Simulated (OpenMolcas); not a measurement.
Levels of Al by method

```
Program             : OpenMolcas
Basis               : ANO-RCC-VQZP [6s5p3d2f1g]
Scalar Hamiltonian  : DKH2, point nucleus
Active space        : 3 electrons in 9 orbitals (RAS2 3s 3p; RAS3 3d, at most 2 electrons)
State averaging     : 2S+1 = 4 odd, 1 root (0 in the spin-orbit step); 2S+1 = 2 odd, 3 roots; 2S+1 = 4 even, 3 roots; 2S+1 = 2 even, 5 roots
Spin-orbit coupling : state interaction with AMFI integrals over the reference wave functions, term energies averaged over their components
```

Methods on the same reference wave functions:
A. RASSCF
B. SS-RASPT2, IPEA 0.25 Eh, imaginary shift 0.1 Eh (closed shells correlated: 2s 2p)

Energies in cm-1 above 3s2 3p 2P* 1/2, the measured ground level; measured values from NIST Handbook of Basic Atomic Spectroscopic Data.

```
         Level      A      B  Measured
3s2 3p 2P* 1/2    0.0    0.0       0.0
3s2 3p 2P* 3/2    107    107       112
 3s 3p2 4P 1/2  26180  28261     29020
 3s 3p2 4P 3/2  26216  28298     29067
 3s 3p2 4P 5/2  26278  28359     29143
 3s 3p2 2D 3/2  37859  37899          
 3s 3p2 2D 5/2  37862  37902
```

Deviations, from unrounded energies. A percentage is the sum of absolute deviations over the sum of measured energies, with the sign that they share, or ± where signs differ.

```tsv
Against measurement	Levels	A	B
mean absolute deviation (cm-1)	4	2100	580
fine structure of the ground term (%)	1	-4.7	-4.7
other configurations (%)	3	-9.8	-2.7
```

B lies closest to measurement on these levels. The largest miss of B in the table is 3s 3p2 4P 5/2, by -780 cm-1. The ranking rests on the paired levels alone, and a cruder setting can come out closer through cancelling errors.

The lowest spin-free term lies below A's lowest term by 0.237 hartree in B.

Active for correlation alone: 3d; no level in the range computed is led by a configuration that fills it, so any true level of that kind is missing. Some terms mix strongly with configurations of 3d, whose occupation reaches 0.25 (3s 3p2 2D). Without dynamic correlation excited terms often stand tens of per cent too high (terms of higher spin than the ground term too low), and those without a measured partner can miss by more than the paired ones (holds for A). Computed and measured levels are paired by configuration, term and J; levels that our copy of the source lacks, or whose pairing is in doubt (as where it misses far off the trend of its configuration), stay unpaired and out of the deviations. Levels of configurations outside the active space are missing.

* marks odd parity.
